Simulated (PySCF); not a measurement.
silene (CH4Si), SMILES C=[SiH2].

Coordinates come from a B3LYP-D3(BJ)/def2-TZVP optimisation.

These are B3LYP-D3(BJ)/def2-TZVP run with PySCF values and carry that method's errors.

Frequencies are harmonic and unscaled.

```csv
mode,ν (cm⁻¹),IR (km/mol),moving atoms (share of kinetic energy)
1,464,25.0,"H 79 %, Si 13 %, C 8 %"
2,484,7.1,H 97 %
3,730,0.0,H 100 %
4,780,47.7,"H 83 %, C 16 %"
5,834,63.9,"H 71 %, C 20 %, Si 9 %"
6,943,24.1,"H 82 %, C 17 %"
7,1001,26.6,"C 34 %, H 34 %, Si 32 %"
8,1401,9.3,"H 83 %, C 17 %"
9,2268,31.5,H 98 %
10,2289,82.0,H 95 %
11,3150,0.3,H 95 %
12,3235,0.0,"H 90 %, C 10 %"
```
